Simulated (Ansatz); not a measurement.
Stepwise reaction of `F[Si](F)(F)S` with hydrogen chloride, as a gas-phase model of exchange steps in deposition or etching. ΔE in kJ/mol.

Program: Ansatz. Geometries: PBE0-D4/def2-TZVP. ΔE: electronic, gas phase. CCSD(T)/CBS is the MP2 limit (def2-TZVPP, def2-QZVPP) plus CCSD(T) − MP2 in def2-TZVPP, frozen cores. This one scheme is used for every species. Functionals use def2-TZVPP. B3LYP here is the variant with VWN-RPA as its local correlation; programs differ in this. One conformer a species, not always the lowest.

```
step                                          reaction  PBE-D4  B3LYP-D4  ωB97M-V  CCSD(T)/CBS
   1      `F[Si](F)(F)S` + HCl → `F[Si](F)(S)Cl` + H–F    42.7      53.0     52.2         51.2
   2    `F[Si](F)(S)Cl` + HCl → `F[Si](S)(Cl)Cl` + H–F    40.6      50.5     49.9         47.6
   3  `F[Si](S)(Cl)Cl` + HCl → `S[Si](Cl)(Cl)Cl` + H–F    40.2      49.9     49.6         45.8
```

Task: By hand: ΔE of the 3 steps together at CCSD(T)/CBS.

Result: (51.2) + (47.6) + (45.8) = 144.6 kJ/mol, or 48.2 kJ/mol a step.

In ΔE step 3 is the lowest and step 1 the highest. All are uphill at CCSD(T)/CBS. PBE-D4 differs from CCSD(T)/CBS by -8.5 to -5.6 kJ/mol a step. Isolated molecules leave out the surface, adducts and barriers. Largest T1 diagnostic: 0.012.
